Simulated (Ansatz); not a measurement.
One change: `[OH][Ge][Cl]` becomes `[Cl][GeH]`.

Ansatz, PBE0-D4/def2-TZVP geometries, multiplicity 1. Each molecule was computed in one conformer, which needn't be the lowest.

Outer-core shells of Ge are correlated without core-valence functions. Scalar relativity is left out up to krypton. Spin–orbit coupling is left out.

```json
{"property": "LUMO energy (ωB97M-V/def2-TZVPP) / eV", "`[OH][Ge][Cl]`": "-0.38"}
{"property": "HOMO energy (PBE0/def2-TZVPP) / eV", "`[OH][Ge][Cl]`": "-8.09"}
{"property": "zero-point energy (PBE0-D4/def2-TZVP) / kJ/mol", "`[OH][Ge][Cl]`": "38.7"}
{"property": "vertical ionisation energy (CCSD(T)/def2-TZVPP) / eV", "`[OH][Ge][Cl]`": "10.43"}
{"property": "HOMO energy (PBE/def2-TZVPP) / eV", "`[OH][Ge][Cl]`": "-6.94"}
{"property": "size of the dipole moment (B3LYP/def2-TZVPP) / D", "`[OH][Ge][Cl]`": "0.82"}
```

Task: What does the change do to each property? (Estimate.)

Result: Ansatz gave: 
```csv
property,`[Cl][GeH]`,shift
LUMO energy (ωB97M-V/def2-TZVPP) / eV,-1.06,-0.68
HOMO energy (PBE0/def2-TZVPP) / eV,-7.16,0.93
zero-point energy (PBE0-D4/def2-TZVP) / kJ/mol,18.2,-20.5
vertical ionisation energy (CCSD(T)/def2-TZVPP) / eV,9.58,-0.85
HOMO energy (PBE/def2-TZVPP) / eV,-6.05,0.89
size of the dipole moment (B3LYP/def2-TZVPP) / D,1.79,0.97
```

With PBE0 the HOMO rises by 0.93 eV and the LUMO falls by 0.69 eV, so the gap narrows by about 1.62 eV. PBE moves the HOMO by 0.89 eV and ωB97M-V by 0.96 eV. The zero-point energy changes by -20.5 kJ/mol with -3 modes. Dipoles are sizes alone; their direction can turn.

B3LYP here is the variant with VWN-RPA as its local correlation; programs differ in this.
